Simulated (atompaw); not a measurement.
## Before and after: PAW (atompaw) potential for Nd (Z = 60)

atompaw 4.2.0.5 input, output lines left out:

```
Nd 60
GGA-PBESOL scalarrelativistic loggrid 2001 logderivrange -5 5 251
6 6 5 4 0 0
6 1 0
5 2 0
4 3 4
0 0 0
c
c
c
c
v
v
c
c
c
v
v
c
c
v
v
3
3.00 2.25 2.55 1.70
n
n
y
4.15
n
y
4.55
n
custom rrkj gramschmidtortho sinc
bessel
2.00
3.00
2.10
3.00
3.00
3.00
1.70
1.70
```

All-electron outer shells of the reference configuration (PBEsol, scalar-relativistic, ld1.x):

| shell | level (eV) | outermost node (bohr) | outermost maximum (bohr) |
| --- | --- | --- | --- |
| 4p | -225.70 | 0.32 | 0.59 |
| 4d | -116.57 | 0.29 | 0.62 |
| 5s | -40.49 | 0.72 | 1.32 |
| 5p | -22.10 | 0.77 | 1.50 |
| 6s | -3.52 | 1.77 | 3.78 |
| 5d | -1.93 | 0.88 | 2.24 |
| 4f | -1.79 | – | 0.67 |
| 6p | -1.22 | 2.14 | 5.04 |

Change: local potential bessel scheme, radius 1.68 bohr.

Cutoffs: the cutoffs (Ry, on a coarse ladder) from which the occupation-weighted sum of valence levels, in a spherical-Bessel basis at the reference potential, stays within 10 and 1 mRy of its value at 400 Ry; they do not see the model core or the augmentation charge, which bear on the density cutoff.

Question: What does the change do?

Answer: The potential gets neither clearly harder nor softer (45 Ry and 70 Ry → 45 Ry and 70 Ry); the range in which the p phases agree widens (upper end 1.0 → at the end of the scan); the range in which the f phases agree widens (upper end 0.8 → at the end of the scan); neither file shows a bound ghost.

```tsv
quantity	base	changed
cutoff, loose	45 Ry	45 Ry
cutoff, tight	70 Ry	70 Ry
bound ghosts	none	none
s: phases at 3.01 bohr within 0.05 rad from the reference energy up to (Ry; the scan ends near 5)	4.4	4.4
p: phases at 3.01 bohr within 0.05 rad from the reference energy up to (Ry; the scan ends near 5)	1.0	to the end of the scan
d: phases at 3.01 bohr within 0.05 rad from the reference energy up to (Ry; the scan ends near 5)	2.4	2.8
f: phases at 3.01 bohr within 0.05 rad from the reference energy up to (Ry; the scan ends near 5)	0.8	to the end of the scan
lowest overlap eigenvalue by channel	s 0.06, p 0.02, d 0.86, f 0.95	s 0.08, p 0.01, d 0.80, f 0.90
```

 The cutoffs see the waves, projectors and local potential, not the compensation charge or the core.
